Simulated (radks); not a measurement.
Values are calculated unless marked as measured or tabulated.
Problem. Ionisation of the fluorine ion F5+, [He] 2s2, to F6+, [He] 2s1, under several functionals. Dirac Kohn-Sham, spin-unpolarised, spherical densities, finite nucleus; a radial shooting solver on a logarithmic mesh with Libxc functionals. The NIST Atomic Spectra Database gives 157.16 eV (measured). Rank these functionals by the error of their Delta-SCF ionisation energy: HCTH/407; exchange-only B88; BP86; RPBE; Wu-Cohen GGA; PBE; LDA (Slater exchange, VWN5 correlation).

Solution. From best to worst: LDA (Slater exchange, VWN5 correlation) 157.00 eV (-0.2); Wu-Cohen GGA 157.36 eV (+0.2); PBE 157.59 eV (+0.4); RPBE 157.64 eV (+0.5); exchange-only B88 156.67 eV (-0.5); BP86 157.70 eV (+0.5); HCTH/407 157.77 eV (+0.6). Spin polarisation and multiplet splitting are left out, so open shells lie too high by an amount that depends on their filling.

Beside tabulated values, note that spin-unpolarised runs miss the spin-polarisation part of the exchange energy of open shells.
